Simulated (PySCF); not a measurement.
System: F3Si, doublet: umbrella (inversion) coordinate, bond length relaxed. Scanned: angle between the Si-F bonds and the threefold axis (90 = planar). Other coordinates (Si-F bond length) were minimised at B3LYP/def2-TZVP.

The free coordinates were minimised at B3LYP/def2-TZVP in PySCF; the energy column is CCSD(T) on UHF/cc-pVDZ, 8 core orbitals frozen (PySCF 2.14.0), in kcal/mol.

```json
[
 {"a / °": "90", "Si-F bond length / Å": "1.605", "E": "38.6"},
 {"a / °": "93", "Si-F bond length / Å": "1.603", "E": "33.4"},
 {"a / °": "96", "Si-F bond length / Å": "1.597", "E": "24.4"},
 {"a / °": "99", "Si-F bond length / Å": "1.592", "E": "16.1"},
 {"a / °": "102", "Si-F bond length / Å": "1.589", "E": "9.2"},
 {"a / °": "105", "Si-F bond length / Å": "1.587", "E": "4.2"},
 {"a / °": "108", "Si-F bond length / Å": "1.587", "E": "1.0"},
 {"a / °": "111", "Si-F bond length / Å": "1.589", "E": "0.0"},
 {"a / °": "114", "Si-F bond length / Å": "1.591", "E": "1.2"},
 {"a / °": "117", "Si-F bond length / Å": "1.596", "E": "4.7"},
 {"a / °": "120", "Si-F bond length / Å": "1.603", "E": "10.8"},
 {"a / °": "123", "Si-F bond length / Å": "1.612", "E": "19.7"},
 {"a / °": "126", "Si-F bond length / Å": "1.626", "E": "31.8"},
 {"a / °": "129", "Si-F bond length / Å": "1.644", "E": "47.6"},
 {"a / °": "132", "Si-F bond length / Å": "1.670", "E": "67.8"}
]
```
